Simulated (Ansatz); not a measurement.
AlNF3H3⁺, that is Al(NH3)F3 with one electron fewer. The state is a doublet with charge 1. Geometry r2SCAN-D4/def2-SVP, that of the neutral singlet; atoms count from 1.

```xyz
8

Al   -0.7036   -0.6313   -0.4033
N     0.6691    0.6003    0.3835
H     0.2948    1.0905    1.1998
H     0.9636    1.3028   -0.2994
H     1.4989    0.0806    0.6801
F    -0.7798   -0.0362   -1.9611
F    -2.0024   -0.3057    0.5935
F     0.0594   -2.1011   -0.1932
```

(1) Estimate the Mulliken populations from the PBE0/def2-TZVP orbitals of Ansatz.

(2) Where does the spin sit?

(3) And the Mayer bond orders between heavy atoms (over 0.3)?

## Answers

(1) 
| atom | charge (e) | spin (α − β) |
| --- | --- | --- |
| Al1 | 0.84 | -0.06 |
| N2 | -0.52 | 0.02 |
| H3 | 0.33 | 0.00 |
| H4 | 0.33 | 0.00 |
| H5 | 0.33 | 0.00 |
| F6 | -0.10 | 0.35 |
| F7 | -0.10 | 0.35 |
| F8 | -0.10 | 0.35 |
Mulliken values depend strongly on the basis.

(2) Summed by element: Al -0.06, N 0.02, H 0.00, F 1.04, of 1 unpaired in all. Largest on single atoms: F6 0.35, F8 0.35, F7 0.35.

(3) Al1–N2 0.68 (2.01 Å); Al1–F6 0.96 (1.67 Å); Al1–F7 0.96 (1.67 Å); Al1–F8 0.96 (1.67 Å).
